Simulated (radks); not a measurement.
Species: Er55+. Configuration: [Ne] 3s2 3p1. All-electron calculation, Dirac Kohn-Sham, PBE, spin-unpolarised, spherical densities, point nucleus; open shells fill j = l - 1/2 first. Program: a radial shooting solver on a logarithmic mesh with Libxc functionals.

Spin-orbit splittings of the eigenvalues, e(l+1/2) - e(l-1/2), with zeta = 2 splitting/(2l+1) and mean radii in bohr:

| shell | occ. | splitting (eV) | zeta (eV) | <r> j=l-1/2 | <r> j=l+1/2 |
|---|---|---|---|---|---|
| 2p | 6 | 945.1 | 630.1 | 0.07037 | 0.07735 |
| 3p | 1 | 250.5 | 167.0 | 0.1923 | 0.2026 |
| 3d | 0 | 60.57 | 24.23 | 0.1738 | 0.1770 |
| 4p | 0 | 100.2 | 66.83 | 0.3690 | 0.3827 |
| 4f | 0 | 10.29 | 2.939 | 0.3138 | 0.3158 |
